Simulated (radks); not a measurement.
Initial-state core-level shifts of neutral cadmium when its valence configuration changes from [Kr] 4d10 5s2. Calculated with a radial shooting solver on a logarithmic mesh with Libxc functionals: Dirac Kohn-Sham, PBE, spin-unpolarised, spherical densities, finite nucleus; open shells fill j = l - 1/2 first; Fermi nuclear charge, rms radius 4.6087 fm. Shifts are changes of the shell-averaged eigenvalues in eV (positive: less bound); the change of the density at the nucleus, which sets a Mossbauer isomer shift, is in e/bohr^3, on a base of 1.595e+05.

valence                2s       3p       3d       4p  density at nucleus
4d10 5p2           -3.266   -3.310   -3.301   -3.395              -43.33
4d9.5 5s2 5p0.5    -3.477   -3.434   -3.446   -3.131               +7.20
4d9 5s2 5p1        -6.946   -6.843   -6.871   -6.169              +14.51
4d10 5s1.5 5p0.5   -0.934   -0.944   -0.942   -0.967               -9.53
4d8 5s2 5p2       -14.033  -13.754  -13.823  -12.141              +29.83
4d10 5s0.5 5p1.5   -2.542   -2.574   -2.567   -2.639              -31.33
4d10 5s1 5p1       -1.770   -1.791   -1.787   -1.836              -20.03
4d9 5s1.5 5p1.5    -7.689   -7.594   -7.621   -6.928               +2.21
4d9 5s0.5 5p2.5    -9.167   -9.091   -9.114   -8.441              -24.50
